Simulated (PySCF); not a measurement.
C7H7GeN, SMILES N#Cc1cc[c]([GeH3])cc1 (GFN2-xTB optimised geometry):

```
16

N     -2.295    -3.618    -0.008
C     -1.722    -2.626    -0.003
C     -1.015    -1.401     0.000
C     -1.714    -0.193     0.001
C     -1.015     0.997     0.000
C      0.376     1.012     0.000
Ge     1.338     2.714     0.009
C      1.060    -0.199     0.000
C      0.380    -1.401     0.000
H     -2.795    -0.201     0.000
H     -1.554     1.935    -0.001
H      2.795     2.481    -0.213
H      0.812     3.618    -1.057
H      1.160     3.420     1.314
H      2.142    -0.196    -0.002
H      0.915    -2.340    -0.001
```

Method: PBE0/def2-TZVP in PySCF.

Question: What are the frontier orbital energies and the dipole moment?

Answer: HOMO-2 -9.35 eV, HOMO-1 -8.17 eV, HOMO -7.82 eV, LUMO -1.79 eV, LUMO+1 -1.01 eV; dipole moment 4.24 D.

Meta-Löwdin charges at PBE0/def2-TZVP: N1 -0.22, C2 0.11, C3 -0.03, C4 -0.10, C5 -0.11, C6 -0.17, Ge7 0.36, C8 -0.11, C9 -0.10, H10 0.14, H11 0.13, H12 -0.06, H13 -0.06, H14 -0.06, H15 0.13, H16 0.14.
